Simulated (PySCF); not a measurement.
Identify the unknown among the candidates.

All candidates are C2H14OSi5.

| technique | computed result |
| --- | --- |
| NMR, other nuclei | isotropic shieldings of nuclei other than C and H, by class: 302 (1 O), 374 (2 Si), 400 (1 Si), 463 (2 Si) ppm [GIAO PBE0/pcSseg-1] |
| 13C NMR | chemical shifts (computed TMS as zero) by class: -1.7 (2 C) ppm [GIAO PBE0/pcSseg-1] |
| Dipole | 1.05 D [PBE0/pcSseg-1] |
| Rotational structure | rotational constants A, B, C: 1.080, 0.567, 0.560 GHz [GFN2-xTB] |
| 1H NMR | chemical shifts (computed TMS as zero) by class: 5.32 (4 H), 3.59 (6 H), 0.03 (4 H) ppm [GIAO PBE0/pcSseg-1] |

The electronic properties come from PySCF, for the isolated species, density fitting. Levels stand in brackets. Isolated species at its GFN2-xTB geometry (one conformer only). NMR values are class means; diastereotopic atoms form classes of their own.

Problem. Which candidate is it?
A. `[SiH3]CO[Si@H]1C[SiH2][SiH2][SiH2]1`
B. `[SiH3][Si]1([SiH3])C[SiH2]O[SiH2]C1`
C. `C=C[SiH2][Si]([SiH3])([SiH3])[SiH2]O`

Solution. B. It is `[SiH3][Si]1([SiH3])C[SiH2]O[SiH2]C1`. Numbering: `[SiH3:1][Si:2]1([SiH3:3])[CH2:4][SiH2:5][O:6][SiH2:7][CH2:8]1`. Its formula, C2H14OSi5, gives 1 degree of unsaturation: 1 ring and 0 π bonds in the structure found. 2 carbons fall into 1 class: ring sp3 carbon bound to silicon [C4/C8] (-1.7 ppm, 2 C). Hydrogen classes from least to most shielded: 4 H on 2 oxygen-bound silicons, Si5/Si7 (5.32 ppm), 6 H on 2 SiH3 silicons, Si1/Si3 (3.59 ppm, a mean of values up to 0.5 ppm apart in this geometry), 4 H on 2 like atoms (sp3 carbon bound to silicon), C4/C8 (0.03 ppm, a mean of values up to 0.9 ppm apart in this geometry). The other shieldings belong to: 302 ppm, siloxane oxygen [O6]; 374 ppm, oxygen-bound silicon [Si5/Si7]; 400 ppm, four-coordinate silicon [Si2]; 463 ppm, SiH3 silicon [Si1/Si3]. The optimised geometry has point group Cs and is an asymmetric top.

The others, at the same levels:
- `[SiH3]CO[Si@H]1C[SiH2][SiH2][SiH2]1` fails: it has 2 carbon classes against 1; its computed 13C shifts are 55.1 (1 C), -1.7 (1 C) ppm, 1H shifts are 5.76 (1 H), 4.27 (1 H), 4.26 (1 H), 3.91 (3 H), 3.87 (1 H), 3.78 (1 H), 3.55 (1 H), 3.52 (1 H), 3.42 (1 H), 3.13 (1 H), 0.92 (1 H), 0.05 (1 H) ppm and rotational constant A is 1.763 GHz (against 1.080 GHz).
- `C=C[SiH2][Si]([SiH3])([SiH3])[SiH2]O` fails: it has 2 carbon classes against 1; its computed 13C shifts are 144.2 (1 C), 139.0 (1 C) ppm, 1H shifts are 6.58 (1 H), 6.51 (1 H), 6.13 (1 H), 5.66 (2 H), 4.57 (2 H), 3.58 (6 H), 0.51 (1 H) ppm and rotational constant A is 0.800 GHz (against 1.080 GHz).

Each candidate is one conformer, not necessarily the lowest. Dipoles, sizes and rotational constants follow the conformer. The torsions of the flexible species, by atom-mapped SMILES:
- `[CH2:1]=[CH:2][SiH2:3][Si:4]([SiH3:5])([SiH3:6])[SiH2:7][OH:8]`: C1–C2–Si3–Si4 88°, C2–Si3–Si4–Si5 -65°, Si3–Si4–Si7–O8 59°, H–O8–Si7–Si4 179°

The conformers of `[SiH3][Si]1([SiH3])C[SiH2]O[SiH2]C1` and `[SiH3]CO[Si@H]1C[SiH2][SiH2][SiH2]1` aren't listed.
